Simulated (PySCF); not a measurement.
Working out the ionisation energy of Mo⁺

Mo⁺ [Kr] 4d5 (6S) → Mo²⁺ [Kr] 4d4 (5D). Calculation: PySCF 2.14, in def2-SVP with the def2 core potential (28 electrons) (5s3p2d1f, 31 functions); a scalar-relativistic core potential. Frozen: 4s2 4p6. Energies in hartree (1 hartree = 27.21139 eV):

| part | Mo⁺ (lower) | Mo²⁺ (upper) |
| --- | --- | --- |
| UHF | -67.313806 | -66.759938 |
| MP2 opposite-spin | 0.000000 | 0.000000 |
| MP2 same-spin | -0.038157 | -0.021200 |

What does Hartree-Fock give?

(-66.759938) − (-67.313806) = 0.553868 hartree = 15.072 eV.

What do MP2 and SCS-MP2 (6/5 opposite-spin, 1/3 same-spin) give?

The opposite-spin parts differ by 0.000 eV and the same-spin parts by 0.461 eV. MP2: 15.072 + (0.000) + (0.461) = 15.533 eV. SCS-MP2: 15.072 + 1.2 × (0.000) + (0.461)/3 = 15.226 eV.

Reference: 16.16 ± 0.12 eV (semi-empirical (NIST evaluation); NIST Atomic Spectra Database, ionization energies), between the lowest levels; spin-orbit coupling is absent from the calculation.

A double-zeta basis recovers only part of the correlation energy.

What remains against the reference includes basis incompleteness, the frozen core and correlation beyond second order.
